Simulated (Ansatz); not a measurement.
`[OH][Mg][F]` and `[F][Mg][O][SiH3]` differ in one atom or group.

Ansatz, PBE0-D4/def2-TZVP geometries, multiplicity 1. Each molecule was computed in one conformer, which needn't be the lowest.

```json
{"property": "size of the dipole moment (PBE/def2-TZVPP) / D", "`[OH][Mg][F]`": "1.98"}
{"property": "size of the dipole moment (ωB97M-V/def2-TZVPP) / D", "`[OH][Mg][F]`": "2.03"}
{"property": "HOMO energy (B3LYP/def2-TZVPP) / eV", "`[OH][Mg][F]`": "-8.05"}
{"property": "LUMO energy (PBE/def2-TZVPP) / eV", "`[OH][Mg][F]`": "-2.14"}
{"property": "LUMO energy (B3LYP/def2-TZVPP) / eV", "`[OH][Mg][F]`": "-1.75"}
{"property": "HOMO–LUMO gap (ωB97M-V/def2-TZVPP) / eV", "`[OH][Mg][F]`": "10.69"}
```

(1) Give the same properties after the change, and the shifts. (Estimate.)

Results:

(1) Computed: 
```tsv
property	`[F][Mg][O][SiH3]`	shift
size of the dipole moment (PBE/def2-TZVPP) / D	0.06	-1.92
size of the dipole moment (ωB97M-V/def2-TZVPP) / D	0.13	-1.90
HOMO energy (B3LYP/def2-TZVPP) / eV	-8.09	-0.04
LUMO energy (PBE/def2-TZVPP) / eV	-2.47	-0.33
LUMO energy (B3LYP/def2-TZVPP) / eV	-2.05	-0.30
HOMO–LUMO gap (ωB97M-V/def2-TZVPP) / eV	10.16	-0.53
```

Dipoles are sizes alone; their direction can turn.

B3LYP here is the variant with VWN-RPA as its local correlation; programs differ in this.
